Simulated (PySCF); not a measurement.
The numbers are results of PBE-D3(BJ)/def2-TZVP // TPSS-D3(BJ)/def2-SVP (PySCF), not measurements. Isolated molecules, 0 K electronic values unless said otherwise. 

Reference species: [Mo(Cl)6] (neutral, multiplicity 1).

| Quantity | Result |
|---|---|
| coordination number | 6 |
| LUMO | -6.29 eV |
| charge on the central atom (Mulliken) | 0.69 e |
| mean distance from the central atom to its bonded neighbours | 2.314 Å |

Changed species: [Mo(Cl)4(F)2] (2 of 6 Cl replaced by F; the reference has 0 of 6 Cl replaced by F).

Task: What does the change do to the coordination number, LUMO, charge on the central atom (Mulliken) and mean distance from the central atom to its bonded neighbours?

Result: the coordination number is nearly the same; the LUMO falls by 0.05 eV, to -6.34 eV; the charge on the central atom (Mulliken) increases by 0.38 e, to 1.07 e; the mean distance from the central atom to its bonded neighbours drops by 0.160 Å, to 2.154 Å.
